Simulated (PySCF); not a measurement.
Computed with TPSSh-D3(BJ)/def2-TZVP // BP86-D3(BJ)/def2-SVP (PySCF). Gas-phase values, no solvent. 

Reference species: [Ti(Cl)4] (neutral, multiplicity 1).

```json
{
 "charge on the central atom (meta-Löwdin)": "1.12 e",
 "HOMO": "-8.92 eV",
 "coordination_number": "4"
}
```

Changed species: [Ti(Cl)(Br)3] (3 of 4 Cl replaced by Br; the reference has 0 of 4 Cl replaced by Br).

Task: Predict the effect on the charge on the central atom (meta-Löwdin), HOMO and coordination number.

Result: the charge on the central atom (meta-Löwdin) falls by 0.05 e, to 1.07 e; the HOMO rises by 0.76 eV, to -8.16 eV; the coordination number stays essentially unchanged.
